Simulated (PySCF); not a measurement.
# How methods differ on the excitation energy of Ne²⁺

Ne²⁺ [He] 2s2 2p4 (3P) → Ne²⁺ [He] 2s2 2p3 3d1 (5D), as a difference of total energies. All numbers are calculated (PySCF 2.14, scalar relativity by spin-free X2C-1e, in x2c-QZVPPall with one added diffuse shell each of s, p, d, f type (8s5p4d3f1g, 73 functions)). Correlated levels: valence: 1s2 frozen; valence and next inner shell: nothing frozen. The calculations carry no spin-orbit coupling.

```json
{"method": "UHF", "excitation energy (eV)": "49.436"}
{"method": "LDA", "excitation energy (eV)": "49.913"}
{"method": "PBE", "excitation energy (eV)": "49.917"}
{"method": "PBE0", "excitation energy (eV)": "50.093"}
{"method": "r2SCAN", "excitation energy (eV)": "50.236"}
{"method": "PBEsol", "excitation energy (eV)": "49.724"}
{"method": "wB97X", "excitation energy (eV)": "50.491"}
{"method": "CAM-B3LYP", "excitation energy (eV)": "50.374"}
{"method": "PW91", "excitation energy (eV)": "50.037"}
{"method": "MP2 (valence)", "excitation energy (eV)": "50.469"}
{"method": "SCS-MP2 (valence)", "excitation energy (eV)": "50.675"}
{"method": "MP2 (valence and next inner shell)", "excitation energy (eV)": "50.489"}
{"method": "SCS-MP2 (valence and next inner shell)", "excitation energy (eV)": "50.684"}
```

Question: How much does correlation contribute at MP2 (valence and next inner shell)?

Answer: 50.489 − (49.436) = 1.053 eV, measured against UHF.

A first-order spin-orbit estimate (lowest level to lowest level, LS coupling) adds 0.038 eV.

The promoted electron is Rydberg-like, and one or two diffuse shells describe it only roughly, which tends to raise the upper state.
